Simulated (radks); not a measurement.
Q: The table gives one normalised radial function P(r) = r R(r) (large component) of Cd0.75+ in [Kr] 4d8.25 5s1 5p2 (r in bohr). Calculated with a radial shooting solver on a logarithmic mesh with Libxc functionals: Dirac Kohn-Sham, PBE, spin-unpolarised, spherical densities, finite nucleus; open shells are shared between the two j in proportion to 2j + 1; Fermi nuclear charge, rms radius 4.6087 fm.

r	P
0.0025	0.0020
0.003362	0.0030
0.004484	0.0047
0.006028	0.0074
0.00804	0.0116
0.01081	0.0182
0.01442	0.0280
0.01938	0.0425
0.02585	0.0615
0.03476	0.0852
0.04636	0.1077
0.06233	0.1200
0.08313	0.1062
0.1118	0.0498
0.1491	-0.0449
0.2004	-0.1461
0.2673	-0.1782
0.3594	-0.0813
0.4794	0.1131
0.6393	0.2722
0.8596	0.2395
1.146	-0.0115
1.541	-0.3534
2.056	-0.5910
2.764	-0.6332
3.687	-0.4869
4.956	-0.2629
6.611	-0.0981
8.888	-0.0211

Which n and l does it have? It may be an empty orbital.

A: n = 5, l = 1: the number of nodes gives n - l - 1 = 3, the rise at small r points to l (for j = l - 1/2 the large component starts outside the nucleus as r^gamma with gamma = sqrt(l^2 - (Z/c)^2) = 0.94 and the r^(l+1) term takes over further out; the orbital of l - 1 with the same j starts with the same power, but with a larger coefficient, and does not steepen), and the extent must fit the shell. The curve is that of 5p1/2; the two j differ most near the nucleus, where j = l - 1/2 has the larger amplitude, and in heavy atoms j = l - 1/2 is also the more compact. 5p1/2: eigenvalue -8.932 eV, 3 radial nodes at r = 0.131, 0.409, 1.13 bohr, <r> = 3.01 bohr, 90 % of the charge inside 4.49 bohr.
